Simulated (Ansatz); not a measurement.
```yaml
crystal:
  periodic: [false, false, false]
  atoms:
    - {symbol: Ge, position_ang: [-0.182929, 0.056302, -0.376622]}
    - {symbol: I, position_ang: [-0.187392, -0.206425, 2.436541]}
    - {symbol: I, position_ang: [2.341159, -0.065933, -0.933035]}
    - {symbol: H, position_ang: [-0.952328, 1.212007, -0.674813]}
    - {symbol: H, position_ang: [-0.761649, -1.143627, -0.472344]}
basis:
  gaussian: {orbitals: def2-SVP}
hamiltonian: {xc: {name: HF}}
correlation: {method: ccsd}
scf: {lower_state_search: light}
```

```sh
$ ansatz run in.yaml --threads 4 --pin off --events-out ev --progress --plain --max-ram 3916MiB
```

It prints (some lines left out):

```
Functional definition: HF
1090 factors; integrals over basis functions are off by at most 1.3e-3 eV
mean field evaluation 1: about -72642.1495 eV, gradient 1.9e1 eV
mean field evaluation 2: about -72642.1832 eV, gradient 1.9e1 eV
mean field evaluation 4: about -72643.6984 eV, gradient 1.9e0 eV
mean field evaluation 8: about -72643.7174 eV, gradient 1.7e-1 eV
mean field evaluation 16: about -72643.2733 eV, gradient 1.2e1 eV
mean field -72643.71772200 eV, -2669.6073866033 hartree, gradient 3.2e-6 eV, S^2 0.000000; 0 other end points of the search recorded, 0 dependent functions left out
17 core orbitals not correlated: weight in the atoms' cores, before any rotation towards them, 1.000 or more for the frozen orbitals, at most 0.000 for the correlated occupied ones
reference -72643.71772200 eV, -2669.6073866033 hartree; 25, 25 occupied and 52, 52 virtual orbitals, 1090 factors
second order -12.66593396 eV of doubles, -0.00000000 eV of singles
cycle   1  -12.76832688 eV  change   -1.0e-1 eV  update   8.8e-2
cycle   2  -13.13428564 eV  change   -3.7e-1 eV  update   2.7e-2
cycle   3  -13.17879748 eV  change   -4.5e-2 eV  update   1.3e-2
cycle   4  -13.17007018 eV  change    8.7e-3 eV  update   3.2e-3
cycle   5  -13.17061458 eV  change   -5.4e-4 eV  update   1.3e-3
cycle   6  -13.17047640 eV  change    1.4e-4 eV  update   3.7e-4
cycle   7  -13.17042622 eV  change    5.0e-5 eV  update   1.3e-4
cycle   8  -13.17048729 eV  change   -6.1e-5 eV  update   4.4e-5
Total energy: -72656.88820929 eV, -2670.0913930838 hartree
```

Hardware: 4 threads of Intel Xeon on a shared host. Wall time 5.5 s.

In the def2 sets I takes a core potential; there is no spin–orbit coupling. Correlated methods freeze 17 core orbitals; core or outer-core shells of Ge, I are correlated, in sets that lack core-valence functions.
